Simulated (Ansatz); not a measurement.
Ansatz (a program for electronic structure) input (B3LYP-D3(BJ)/def2-TZVP):

Ansatz 0.2 input:
```yaml
crystal:
  periodic: [false, false, false]
  atoms:
    - {symbol: Hf, position_ang: [0.04573095, -0.35401065, 0.64792257]}
    - {symbol: O, position_ang: [0.01780179, -1.82782470, -0.33640370]}
    - {symbol: O, position_ang: [0.72273440, 1.15797889, -0.18218427]}
    - {symbol: O, position_ang: [-0.75462886, 1.13646868, -0.10789189]}
basis:
  gaussian:
    orbitals: def2-TZVP
hamiltonian:
  xc: b3lyp
  dispersion: d3bj
relax: {f_tol: 0.002, max_steps: 150}
```

End of the output:

```
integrals: 0.05 GiB planned
826 factors; their error is unknown
mean field: 0.44 GiB planned
mean field evaluation 32: about -7449.9749 eV, gradient 1.3e-5 eV
mean field -7449.97489426 eV, -273.7815275899 hartree, gradient 1.3e-5 eV, S^2 0.000000; 0 other end points of the search recorded, 0 dependent functions left out
the calculation of the forces begins
reference -7449.97510965 eV, -273.7815355052 hartree; 18, 18 occupied and 115, 115 virtual orbitals, 826 factors
relax step   3: F+E_penalty+E_count = -7450.08797304 eV  Δ(F+E_penalty+E_count) = -1.470e-2 eV  max|allowed force component| = 2.618e-1 eV/Å  Δτ_max = 0.0138 Å  (35 SCF iters, accepted)
these checks for a lower state are left out or cut short: starts, cluster_reference, orbital_swaps, neighbouring_geometries, increment
integrals: 0.05 GiB planned
826 factors; their error is unknown
mean field: 0.44 GiB planned
mean field -7449.97693337 eV, -273.7816025255 hartree, gradient 1.8e-5 eV, S^2 0.000000; 0 other end points of the search recorded, 0 dependent functions left out
the calculation of the forces begins
reference -7449.97714911 eV, -273.7816104539 hartree; 18, 18 occupied and 115, 115 virtual orbitals, 826 factors
relax step   4: F+E_penalty+E_count = -7450.09003076 eV  Δ(F+E_penalty+E_count) = -2.058e-3 eV  max|allowed force component| = 3.263e-2 eV/Å  Δτ_max = 0.0064 Å  (35 SCF iters, accepted)
these checks for a lower state are left out or cut short: starts, cluster_reference, orbital_swaps, neighbouring_geometries, increment
integrals: 0.05 GiB planned
826 factors; their error is unknown
mean field: 0.44 GiB planned
mean field -7449.97690954 eV, -273.7816016499 hartree, gradient 2.7e-5 eV, S^2 0.000000; 0 other end points of the search recorded, 0 dependent functions left out
the calculation of the forces begins
reference -7449.97712526 eV, -273.7816095773 hartree; 18, 18 occupied and 115, 115 virtual orbitals, 826 factors
relax step   5: F+E_penalty+E_count = -7450.09005734 eV  Δ(F+E_penalty+E_count) = -2.658e-5 eV  max|allowed force component| = 1.994e-2 eV/Å  Δτ_max = 0.0025 Å  (35 SCF iters, accepted)
these checks for a lower state are left out or cut short: starts, cluster_reference, orbital_swaps, neighbouring_geometries, increment
integrals: 0.05 GiB planned
826 factors; their error is unknown
mean field: 0.44 GiB planned
mean field -7449.97694453 eV, -273.7816029359 hartree, gradient 2.7e-5 eV, S^2 0.000000; 0 other end points of the search recorded, 0 dependent functions left out
the calculation of the forces begins
reference -7449.97716028 eV, -273.7816108645 hartree; 18, 18 occupied and 115, 115 virtual orbitals, 826 factors
relax step   6: F+E_penalty+E_count = -7450.09007650 eV  Δ(F+E_penalty+E_count) = -1.916e-5 eV  max|allowed force component| = 4.821e-4 eV/Å  Δτ_max = 0.0013 Å  (35 SCF iters, accepted)
integrals: 0.05 GiB planned
826 factors; their error is unknown
mean field: 0.44 GiB planned
mean field evaluation 64: about -7448.4418 eV, gradient 2.5e1 eV
mean field -7449.97694453 eV, -273.7816029359 hartree, gradient 2.7e-5 eV, S^2 0.000000; 1 other end points of the search recorded, 0 dependent functions left out
the calculation of the forces begins
reference -7449.97716028 eV, -273.7816108645 hartree; 18, 18 occupied and 115, 115 virtual orbitals, 826 factors
Total energy: -7450.09029224 eV, -273.7857683874 hartree
Atom 0 at     0.049070    -0.403084     0.699401 Å, force     0.000011     0.000339     0.000311 eV/Å
Atom 1 at     0.017286    -1.839048    -0.349472 Å, force    -0.000009    -0.000482    -0.000290 eV/Å
Atom 2 at     0.742366     1.188441    -0.202422 Å, force    -0.000159     0.000072    -0.000003 eV/Å
Atom 3 at    -0.777083     1.166303    -0.126064 Å, force     0.000157     0.000072    -0.000019 eV/Å
Dipole moment:     0.084306    -0.243378     1.607095 e Å
```
